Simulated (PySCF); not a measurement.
Q: Write Cartesian coordinates for `COC1=CC=CC1=C1C=C1` as optimised with PBE0-D3(BJ)/def2-SVP.

A: 
```
atom  x, y, z in Å
C1    -1.6770   -0.8276    0.0325
O2    -0.2863   -0.6836    0.0722
C3     0.1670    0.5529    0.3538
C4    -0.5047    1.7177    0.6149
C5     0.4927    2.7499    0.8517
C6     1.7478    2.2273    0.7377
C7     1.6003    0.8153    0.4182
C8     2.5522   -0.1193    0.2107
C9     2.9332   -1.4555   -0.0882
C10    3.9000   -0.5689    0.1151
H11   -1.8919   -1.8773   -0.2074
H12   -2.1362   -0.5761    1.0057
H13   -2.1273   -0.1788   -0.7405
H14   -1.5830    1.8644    0.6444
H15    0.2536    3.7883    1.0857
H16    2.6969    2.7473    0.8586
H17    2.6349   -2.4753   -0.3194
H18    4.9642   -0.3492    0.1691
```

Orientation and origin are arbitrary. Atoms count from 1 in this order. The C–O distances run from 1.347 Å (O2–C3, drawn single) to 1.399 Å (C1–O2, drawn single), a spread of 0.052 Å. The 9 C–C bonds span 1.327 Å (C9=C10, drawn double) to 1.459 Å (C3–C7, drawn single), a spread of 0.132 Å. The 3-membered ring C8–C9–C10 has internal angles of 55.6° to 62.3°. The 10 heavy atoms lie in one plane (0.001 Å rms).

Bonds between heavy atoms (Å): C1–O2 1.399, O2–C3 1.347, C3=C4 1.370, C4–C5 1.455, C5=C6 1.364, C6–C7 1.455, C7=C8 1.350, C8–C9 1.421, C9=C10 1.327, C3–C7 1.459, C8–C10 1.424.

Method: PBE0-D3(BJ)/def2-SVP geometry optimisation, gas phase in PySCF 2.14.0.

Point group: Cs (every atom within 0.08 Å of its image). Stationary, but not proved a minimum. The numbers are those of one conformer (C1–O2–C3–C4 0°).
